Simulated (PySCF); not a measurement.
Geometry (Å), atoms numbered from 1 in this order:
```xyz
23

C     3.2635    0.3953    0.1069
P     1.5301    0.9241    0.4851
C     0.8379    0.7343   -1.2329
C    -0.6794    0.9092   -1.2494
Si   -1.5313   -0.4157   -0.1867
C    -3.3863   -0.1376    0.0494
F    -1.3678   -1.8154   -1.0179
C    -0.5762   -0.6742    1.4354
C     0.9310   -0.6924    1.1889
H     3.2801   -0.5430   -0.4461
H     3.7512    1.1714   -0.4802
H     3.8102    0.2763    1.0406
H     1.3147    1.4956   -1.8586
H     1.1101   -0.2493   -1.6277
H    -1.0362    0.8536   -2.2807
H    -0.9252    1.9076   -0.8846
H    -3.8291   -0.9607    0.5993
H    -3.8880   -0.0748   -0.9098
H    -3.5916    0.7766    0.5938
H    -0.8090    0.1197    2.1465
H    -0.8743   -1.6147    1.9049
H     1.4684   -0.8535    2.1290
H     1.1928   -1.5054    0.5050
```

Level of theory: geometry: GFN2-xTB, GIAO PBE0/pcSseg-1 shieldings, in PySCF 2.14 (no solvent, one conformer, rapidly exchanging positions averaged, non-relativistic).

References, each an isolated molecule treated in the same way: ¹³C and ¹H and ²⁹Si against TMS; ³¹P vs H3PO4; ¹⁹F vs CFCl3.

```csv
atoms,nucleus,count,δ (ppm)
C6,¹³C,1,-0.6
P2,³¹P,1,-64.6
H16/H20,¹H,2,?
H17/H18/H19,¹H,3,?
H14/H23,¹H,2,?
C3/C9,¹³C,2,?
C1,¹³C,1,17.5
H10/H11/H12,¹H,3,0.99
H15/H21,¹H,2,1.36
H13/H22,¹H,2,1.91
C4/C8,¹³C,2,15.9
F7,¹⁹F,1,-199.5
Si5,²⁹Si,1,31.3
```

Complete the table.

## Answers


- C3/C9: 31.4 ppm, sp3 CH2 bonded to P
- H14/H23: 1.46 ppm, hydrogen on an sp3 CH2 bonded to P
- H16/H20: 0.74 ppm, hydrogen on an sp3 CH2 bonded to Si; an electropositive neighbour shields it, as in TMS itself
- H17/H18/H19: 0.07 ppm, hydrogen on a methyl carbon bonded to Si; an electropositive neighbour shields it, as in TMS itself

Shifts are as computed. Against solution values, carbons near 30 ppm lie about +3 ppm off and those near 130 ppm about +5 ppm. Of 1211 compounds with measured shifts, 218 miss one by over three times the rms of a fit or turn the order of signals round; such compounds aren't used in these exercises. Unscaled 19F shifts against computed CFCl3 carry errors that often reach 10 to 50 ppm. Experimental scales use liquid or dissolved standards, which lie at an offset from isolated H3PO4.
